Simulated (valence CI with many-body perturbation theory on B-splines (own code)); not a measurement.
# Ag²⁶⁺: key properties

Method: configuration interaction combined with many-body perturbation theory (CI+MBPT): three valence electrons over a frozen Dirac-Fock core [Ar], radial functions for each j: 7 s, 7 p, 8 d, 6 f, 4 g, 1 h, with the one-electron correlation potential Σ1, the two-electron term Σ2, the three-electron term Σ3, Breit, model QED; selected CI, second order for the rest, scaled by the run's own slope (own B-spline code, finite nucleus).

The last digits are not significant, and no measured levels were compared; by estimate large intervals hold to a few tenths of a per cent, small ones and those within an open d or f shell to about a per cent. Only levels of the ground parity were solved; by the run's estimate the other parity begins above the list, which can be wrong where configurations are misplaced.

Names give the largest LS component (configuration and term), which can be under half, so a name can repeat, a term be missing and a line seem to break the LS rules; names also repeat where a configuration has a term twice.

Rates and lifetimes use the calculated energies. Strong lines usually hold to 10 to 20 %, long lifetimes can be off by a factor of two.

**Question.** What is the ground level?

**Answer.** 3d³ ⁴F_3/2, composition 80 % 3d³ ⁴F + 17 % 3d³ ²D + 2 % 3d³ ²P, g = 0.497.

**Question.** What is the ionisation energy?

**Answer.** 1382.7 eV; NIST lists 1382 ± 4 eV (theoretical).

**Question.** How well does LS coupling describe the low levels?

**Answer.** Among the lowest 19 levels the leading LS term, summed over configurations, holds 75 % on average. For single configurations the figures are 75 % in LS and 77 % in jj coupling. Terms mix most in the J = 3/2 level at 152490 cm⁻¹, where the leading one holds 46 %.
